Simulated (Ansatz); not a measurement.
```yaml
crystal:
  periodic: [false, false, false]
  atoms:
    - {symbol: C, position_ang: [1.239203, -0.004543, -0.026085]}
    - {symbol: C, position_ang: [-0.245121, -0.061933, 0.121974]}
    - {symbol: O, position_ang: [-0.612619, -1.213160, -0.768808]}
    - {symbol: B, position_ang: [-0.998220, 0.745580, 0.333911]}
    - {symbol: F, position_ang: [-2.318676, 0.517294, 0.287289]}
    - {symbol: H, position_ang: [1.608226, 1.025311, 0.429312]}
    - {symbol: H, position_ang: [1.867086, -0.758877, -0.578497]}
    - {symbol: H, position_ang: [-0.071931, -1.989950, -0.895458]}
    - {symbol: H, position_ang: [-0.687691, 1.677770, 1.036852]}
basis:
  gaussian: {orbitals: pcseg-2, final_grid: {core_spheres: 1, valence_spheres: 1, degree: 1}}
hamiltonian: {xc: {name: PBE}}
accuracy: high
scf: {lower_state_search: full}
output: {forces: true}
```

```sh
$ ansatz run in.yaml --threads 2 --pin off --events-out ev --progress --plain --max-ram 4352MiB
```

Output, abridged:

```
Functional definition: PBE
3741 factors; integrals over basis functions are off by at most 7.4e-9 eV
mean field evaluation 1: about -7553.0910 eV, gradient 8.1e1 eV
mean field evaluation 2: about -7532.5357 eV, gradient 2.9e2 eV
mean field evaluation 4: about -7627.9698 eV, gradient 1.7e2 eV
mean field evaluation 8: about -7702.5141 eV, gradient 4.1e1 eV
mean field evaluation 16: about -7735.0675 eV, gradient 3.7e1 eV
mean field evaluation 32: about -7742.5791 eV, gradient 3.2e-1 eV
mean field -7742.70657782 eV, -284.5392185398 hartree, gradient 2.3e-8 eV, S^2 0.000000; 2 other end points of the search recorded, 0 dependent functions left out
reference -7742.70657783 eV, -284.5392185401 hartree; 19, 19 occupied and 187, 187 virtual orbitals, 3741 factors
Total energy: -7742.70657783 eV, -284.5392185401 hartree
Atom 0 at     1.239203    -0.004543    -0.026085 Å, force   -81.809027    -8.437852    24.306734 eV/Å
Atom 1 at    -0.245121    -0.061933     0.121974 Å, force   -36.116890    63.550237  -255.164519 eV/Å
Atom 2 at    -0.612619    -1.213160    -0.768808 Å, force    -0.483938   -19.120614    96.113719 eV/Å
Atom 3 at    -0.998220     0.745580     0.333911 Å, force   299.003788    66.049355   257.397941 eV/Å
Atom 4 at    -2.318676     0.517294     0.287289 Å, force  -163.522789   -92.549349  -111.284174 eV/Å
Atom 5 at     1.608226     1.025311     0.429312 Å, force    -4.302582    -9.773239    -6.419609 eV/Å
Atom 6 at     1.867086    -0.758877    -0.578497 Å, force    -5.468178     0.265527     5.000267 eV/Å
Atom 7 at    -0.071931    -1.989950    -0.895458 Å, force     1.029627     9.977218     3.227744 eV/Å
Atom 8 at    -0.687691     1.677770     1.036852 Å, force    -8.330012    -9.961283   -13.178101 eV/Å
Dipole moment:     0.520336    -0.683413    -0.840464 e Å
```

In this input the integration grid is far too coarse. The run converged. The result belongs to that input, not to the molecule as meant.
